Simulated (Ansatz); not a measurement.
Bn (charge -1): PBE0-D4/def2-TZVPD single points in Ansatz on relaxed structures, gas phase. Each cluster is the lowest isomer that a short search found in that spin, judged at the geometry's level, and lower ones may exist. HOMO and LUMO are taken over both spins. Singlets are spin-restricted. The spins of the ions were chosen, not always searched. A dash marks a value that wasn't run or was left out as unsound. The structures are stationary points that may keep the symmetry of their start. Remarks come from the PBE and PBE0 runs and from stability tests at other levels; not every state was tested. A HOMO above zero means that the electron is unbound at that level and held by the basis, or that self-interaction error raises the level; the energy of removing that electron tells which.

| species | atoms | state | geometry | HOMO (eV) | vertical IE (eV) | lowest of the spins relaxed | point group (within 0.1 Å) | remarks |
| --- | --- | --- | --- | --- | --- | --- | --- | --- |
| B7⁻ | 7 | singlet | PBE-D4/def2-SVPD | -1.06 | 2.60 | – | C2v | restricted SCF unstable in HF |
| B8⁻ | 8 | doublet | PBE-D4/def2-SVPD | -1.26 | – | – | – | – |

(1) Estimate the rows for B3⁻ (singlet, PBE-D4/def2-TZVPD geometry).

(1) 
```csv
species,atoms,state,geometry,HOMO (eV),vertical IE (eV),lowest of the spins relaxed,point group (within 0.1 Å),remarks
B3⁻,3,singlet,PBE-D4/def2-TZVPD,-0.86,2.56,"singlet, of singlet/triplet/quintet",D3h,"HOMO above zero at PBE or PBE0, spin-contaminated (⟨S²⟩ up to 0.86) (neutral doublet), HOMO above zero (triplet), HOMO above zero (quintet)"
```
